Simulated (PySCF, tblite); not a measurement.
Isomers of CH10O2Si3. Level: GFN2-xTB in tblite, geometry and Hessian alike; calculated harmonic values, unscaled, isolated species. Against measured fundamentals such values can be off by several per cent, at times by over 20. Modes of hydrogen on silicon can be 10 to 20 % off. One conformer each.

Electronic energies: PBE0-D3(BJ)/def2-SVP at its own geometries (PySCF, gas phase).

| SMILES | electronic energy, lowest = 0 (kcal/mol) |
| --- | --- |
| O[SiH2]O[SiH2]C[SiH3] | 1.5 |
| C[Si@H]([SiH3])O[SiH2]O | 0.6 |
| O[Si@H](C[SiH3])O[SiH3] | 0.0 |

**Question.** How do GFN2-xTB zero-point energies change the relative energies?

**Answer.** 
| SMILES | ZPE (kcal/mol) | of it from modes above 1550 cm⁻¹ | electronic (kcal/mol) | with ZPE, lowest = 0 (kcal/mol) | lowest mode (cm⁻¹) | rings |
| --- | --- | --- | --- | --- | --- | --- |
| O[Si@H](C[SiH3])O[SiH3] | 63.3 | 36.3 | 0.0 | 0.0 | 28 | 0 |
| C[Si@H]([SiH3])O[SiH2]O | 64.7 | 37.4 | 0.6 | 2.0 | 11 | 0 |
| O[SiH2]O[SiH2]C[SiH3] | 63.6 | 36.3 | 1.5 | 1.8 | 19 | 0 |

The zero-point energies span 1.4 kcal/mol, from `O[Si@H](C[SiH3])O[SiH3]` to `C[Si@H]([SiH3])O[SiH2]O`. The lowest isomer stays, but the order above it changes.

**Question.** And how do the electronic energies of GFN2-xTB itself compare?

**Answer.** `O[Si@H](C[SiH3])O[SiH3]` 0.9; `C[Si@H]([SiH3])O[SiH2]O` 7.1; `O[SiH2]O[SiH2]C[SiH3]` 0.0 kcal/mol, lowest = 0. Against the energies above, taken from the same isomer `O[Si@H](C[SiH3])O[SiH3]`, the largest difference is 5.6 kcal/mol. The two levels were optimised apart and needn't hold the same conformer.
